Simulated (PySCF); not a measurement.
## Fractional electron number in Bi⁻ (bismuth, charge -1)

The 6p beta orbital of [Xe] 4f14 5d10 6s2 6p4 is emptied in steps (occupation f), with all orbitals relaxed, ending at [Xe] 4f14 5d10 6s2 6p3. All numbers are calculated (PySCF 2.14, scalar relativity through the core potential, in def2-TZVPPD with the def2 core potential (60 electrons) (7s5p4d2f, 56 functions)). The exact energy is a straight line in f; departures are measured from the line between the end points of the same method.

```tsv
f	UHF (eV)	LDA (eV)	PBE (eV)	PBE0 (eV)	r2SCAN (eV)	LC-wPBE (eV)	BHandHLYP (eV)	TPSS (eV)
1	0.000	0.000	0.000	0.000	0.000	0.000	0.000	0.000
0.8	0.104	-0.438	-0.417	-0.287	-0.377	0.061	-0.187	-0.403
0.6	0.147	-0.661	-0.628	-0.431	-0.557	0.092	-0.285	-0.609
0.4	0.139	-0.665	-0.630	-0.431	-0.543	0.092	-0.290	-0.615
0.2	0.088	-0.446	-0.422	-0.287	-0.347	0.061	-0.196	-0.417
0	0.000	0.000	0.000	0.000	0.000	0.000	0.000	0.000
```

Question: For UHF, how does the orbital energy at f = 1 compare with the removal energy?

Answer: −ε = 0.373 eV against a total-energy difference of -0.317 eV. By Janak's theorem ε = ∂E/∂f, so the gap between them reflects the curvature. Along the path −ε is 0.041 (f = 0.8), -0.236 (f = 0.6), -0.470 (f = 0.4), -0.669 (f = 0.2) eV.

| method | E(f=0) − E(f=1) (eV) | −ε at f=1 (eV) | −ε at f=0.4 (eV) |
| --- | --- | --- | --- |
| UHF | -0.317 | 0.373 | -0.470 |
| LDA | 0.995 | -1.725 | 1.530 |
| PBE | 0.733 | -1.860 | 1.246 |
| PBE0 | 0.675 | -1.119 | 1.036 |
| r2SCAN | 0.673 | -1.710 | 1.213 |
| LC-wPBE | 0.621 | 1.007 | 0.544 |
| BHandHLYP | 0.679 | -0.477 | 0.896 |
| TPSS | 0.705 | -1.802 | 1.180 |

At f = 1 the orbital energy is positive for LDA, PBE, PBE0, r2SCAN, BHandHLYP, TPSS: only the finite basis holds the electron.

Reference removal energy between the ground levels: 0.942 eV (measured; photodetachment measurements, as compiled on the Wikipedia data page of electron affinities). The calculation has no spin-orbit coupling. UHF lacks correlation.
